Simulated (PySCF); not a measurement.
Vertical excitations of a molecule C₅H₁₀ from TDA-CAM-B3LYP/def2-SVPD run with PySCF 2.14.0, as energy in eV (oscillator strength): 6.86 (0.030), 7.53 (0.487), 7.79 (0.019), 7.95 (0.026), 8.16 (0.002), 8.29 (0.090), 8.70 (0.032), 8.73 (0.007), 8.75 (0.009), 9.09 (0.024). Lowest triplet (TDA): 4.30 eV. Geometry: PBE0-D3(BJ)/def2-SVP. Other conformers were not sampled.

Which structure fits?
(A) CC1(C)CC1
(B) C=C(C)CC
(C) C[C@H]1C[C@@H]1C
(D) CCC1CC1

B, C=C(C)CC
